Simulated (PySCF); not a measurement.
C2H5NSeSi, SMILES [SeH]C[SiH2]C#N at its PBE/def2-SVP optimised geometry (Å):

```
10

N      2.8284    -0.7921     0.0008
C      1.6549    -0.8315     0.0000
Si    -0.2185    -0.8315     0.0000
C     -0.8475     0.9493     0.0000
Se    -2.8284     0.9549    -0.0689
H     -0.6634    -1.5649     1.2271
H     -0.6479    -1.5519    -1.2432
H     -0.5914     1.4476     0.9569
H     -0.4303     1.5649    -0.8207
H     -2.9035     0.3536    -1.4266
```

Calculation: PBE/def2-TZVP run with PySCF 2.14.0.

Map of the electrostatic potential (hartree/e), clipped to [-0.08, 0.12] on the plane z = 1.2 Å:

```
|::::----------------:::::::|
|::::----------------:::::::|
|:::::---------------:::::::|
|:::::---------------:::::::|
|:::::---------------:::::::|
|::::------=====-----:::::::|
|:::----====++===---::::::::|
|-----==+++*##*+=---::::::::|
|----+*##**@@@@+=---::::::::|
|---=*@@@%%@@@@*==--:::.....|
|---+%@@@%%@@@@*==-:::......|
|---=#@@@%#@@@%*+=-::.......|
|::--=*##**#%%%#*=-::..   ..|
|:::::-==++#%@@@#+=-:..    .|
|::::.::-=+#@@@@%**=-:.     |
|::::..:-=+%@@@@@#*+--:     |
|:::::::-=*@@@@@%**=-:.     |
|:::::::--*@@@@%*+=-:..    .|
|:::::::--+@@@@*+=-:...   ..|
|::::::---=*%#+==--:........|
|:::::-----=====--:::.......|
|::::-------------::::......|
|-----------------:::::....:|
|----------------:::::::::::|
|----------------:::::::::::|
|---------------::::::::::::|
|--------------:::::::::::::|
```
Scale: ten equal steps from -0.049 (start of ' ') to 0.120 (end of '@'), in the order ' .:-=+*#%@'; x runs from -5.00 to 5.00, y from -5.00 (bottom) to 5.00 (top).
